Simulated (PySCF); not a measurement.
**Field gradients at the hydrogen positions**

Species: C5H15PSi2.
Cartesian coordinates in Å at the GFN2-xTB level; atoms count from 1:
```xyz
23
C5H15PSi2 angstrom
C     -3.375    0.228    0.543
Si    -1.625    0.459   -0.150
C     -0.437    1.068    1.208
C      1.014    0.980    0.745
P      1.522   -0.783    0.422
Si     3.524   -0.406   -0.497
C      0.542   -1.083   -1.134
C     -0.952   -1.183   -0.842
H     -3.760    1.163    0.932
H     -4.053   -0.111   -0.231
H     -3.398   -0.501    1.347
H     -1.627    1.455   -1.244
H     -0.663    2.100    1.486
H     -0.554    0.467    2.112
H      1.160    1.578   -0.160
H      1.690    1.365    1.517
H      3.505    0.585   -1.580
H      4.013   -1.675   -1.037
H      4.416    0.074    0.557
H      0.735   -0.279   -1.852
H      0.915   -2.018   -1.565
H     -1.479   -1.462   -1.758
H     -1.117   -1.992   -0.127
```

Level: PBE0/pcSseg-1 (PySCF, non-relativistic); Q(2H) = 0.00286 b; rigid geometry, the same for H and D, with no vibrational averaging.

**Question.** Rank these positions by the coupling χzz of a deuteron there, largest first.
A. H18 (Si–H hydrogen)
B. H10 (methyl hydrogen)
C. H12 (Si–H hydrogen)
D. H16 (methylene hydrogen)
E. H22 (methylene hydrogen)

**Answer.** B (222 kHz), E (209 kHz), D (202 kHz), A (111 kHz), C (103 kHz).

**Question.** What are Vzz, η and χzz (234.96 MHz × Q × Vzz) at all hydrogens?

**Answer.** 
```csv
atom,bonded to,bond length (Å),Vzz (au),η,χzz (kHz)
H9,C1,1.084,0.3298,0.01,222
H10,C1,1.084,0.3298,0.01,222
H11,C1,1.085,0.3273,0.02,220
H12,Si2,1.479,0.1531,0.01,103
H13,C3,1.092,0.3114,0.03,209
H14,C3,1.092,0.3091,0.04,208
H15,C4,1.095,0.3002,0.02,202
H16,C4,1.095,0.3007,0.02,202
H17,Si6,1.468,0.1606,0.00,108
H18,Si6,1.463,0.1648,0.01,111
H19,Si6,1.463,0.1649,0.01,111
H20,C7,1.095,0.3002,0.02,202
H21,C7,1.096,0.3006,0.02,202
H22,C8,1.092,0.3115,0.03,209
H23,C8,1.092,0.3092,0.04,208
```

**Question.** Average by the element that carries the hydrogen.

**Answer.** on C: 210 kHz over 11 positions, mean bond length 1.091 Å; on Si: 108 kHz over 4 positions, mean bond length 1.468 Å.

**Question.** How does χzz go with the bond length over the 11 C–H bonds?

**Answer.** A straight-line fit has a slope of -17.5 kHz for each 0.01 Å, with a correlation coefficient of -0.99, over lengths from 1.084 to 1.096 Å. The longer bonds have the smaller couplings here.

Isolated species at its GFN2-xTB geometry (one conformer only). GFN2-xTB bond lengths can be off by several hundredths of an ångström, more for odd bonds, and the gradients follow them. With so small a basis the couplings can be 20 % off.
